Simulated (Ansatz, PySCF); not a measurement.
Reaction (SMILES): [CH2]N(C)C -> [CH2]NCC
Each molecule is optimised on its own at B3LYP-D3(BJ)/def2-TZVP (Ansatz, a quantum-chemistry and plane-wave program), one conformer each, not searched for the lowest. Frequencies are from Ansatz.

Property: isomerisation energy (enthalpy at 298 K, with B3LYP-D3(BJ) rigid-rotor harmonic-oscillator terms), in eV. Cores are frozen in the correlated levels unless marked. Open shells are spin-unrestricted. Spin-orbit coupling is left out. No relativistic terms. Basis-set limits of correlation are two-point, X^-3; Hartree-Fock from the larger set. The bracket is a focal-point correction in the basis named.

```json
[
 {"level": "HF-D3(BJ)/def2-TZVPD", "program": "PySCF + dftd3", "isomerisation energy (eV)": "…"},
 {"level": "SVWN5/def2-TZVPD", "program": "Ansatz", "isomerisation energy (eV)": "-0.16"},
 {"level": "BLYP-D4/def2-TZVPD", "program": "Ansatz + dftd4", "isomerisation energy (eV)": "-0.16"},
 {"level": "PBE0-D4/def2-TZVP", "program": "Ansatz + dftd4", "isomerisation energy (eV)": "-0.21"},
 {"level": "TPSSh-D4/def2-TZVPD", "program": "PySCF + dftd4", "isomerisation energy (eV)": "…"},
 {"level": "PBE-QIDH/def2-TZVPD", "program": "Ansatz", "isomerisation energy (eV)": "…"},
 {"level": "RI-MP2/CBS(cc-pVTZ,cc-pVQZ)+[CCSD(T)-MP2]/cc-pVDZ", "program": "Ansatz", "isomerisation energy (eV)": "-0.21"}
]
```

Task: Complete the blanks.

Result: 
- HF-D3(BJ)/def2-TZVPD, isomerisation energy (eV): -0.22
- TPSSh-D4/def2-TZVPD, isomerisation energy (eV): -0.15
- PBE-QIDH/def2-TZVPD, isomerisation energy (eV): -0.23
